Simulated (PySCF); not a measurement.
Computed shifts of a molecule C4H2BrF, PySCF with B3LYP/pcSseg-1, GIAO, gas phase, atoms alike by connectivity averaged where their shifts nearly agree, in ppm (number of nuclei): ¹³C: 183.8 (1), 104.9 (1), 97.8 (1), 78.6 (1). ¹⁹F: -49.6 (1). ¹H: 5.65 (1), 4.00 (1). References: ¹³C against TMS (σ = 181.3 ppm); ¹⁹F against CFCl3 (σ = 161.7 ppm); ¹H against TMS (σ = 31.68 ppm), references at their B3LYP-D3(BJ)/def2-TZVP geometries, non-relativistic (without spin–orbit terms, shifts of atoms bonded to Cl or Br come out too high). Geometry: PBE-D3(BJ)/def2-SVP. One conformer was computed; it need not be the lowest.

Question: Which structure fits?
A. C#C/C(Br)=C\F
B. C#C/C=C(\F)Br
C. C#C/C(F)=C\Br

Answer: B, C#C/C=C(\F)Br
